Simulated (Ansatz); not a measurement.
Reaction (formal exchange of groups at a B–H bond): `BOCC` + `CC(C)(F)S` → `CBOCC` + `CC(F)S`

Isolated molecules relaxed with PBE0-D4/def2-TZVP in Ansatz; ΔE leaves out vibrations. CCSD(T)/CBS adds triple-zeta CCSD(T) − MP2 to the extrapolated MP2 energy (def2 sets, frozen cores). One conformer a species, not always the lowest.

```csv
level,ΔE (kcal/mol)
SCS-MP2/def2-TZVPP,-9.3
CCSD/def2-TZVPP,-10.1
CCSD(T)/def2-TZVPP,-9.8
MP2/CBS(def2),-9.6
```

Task: What does CCSD(T)/CBS give? (Estimate.)

Result: Computed: -9.7 kcal/mol. The listed levels differ from it by 0.4, -0.4, -0.1, 0.1 kcal/mol.

Largest T1 diagnostic among the species: 0.013.

In def2-TZVPP, CCSD(T) changes the Hartree–Fock value by +1.0 kcal/mol (the triples alone add +0.3 kcal/mol) and MP2 by +1.2 kcal/mol. The D4 term adds +1.3 kcal/mol with B3LYP and +0.7 kcal/mol with PBE0; it sums over pairs of atoms, weighted by their polarisabilities, and B3LYP, whose exchange is more repulsive, gets the larger term.

B3LYP here is the variant with VWN-RPA as its local correlation; programs differ in this.
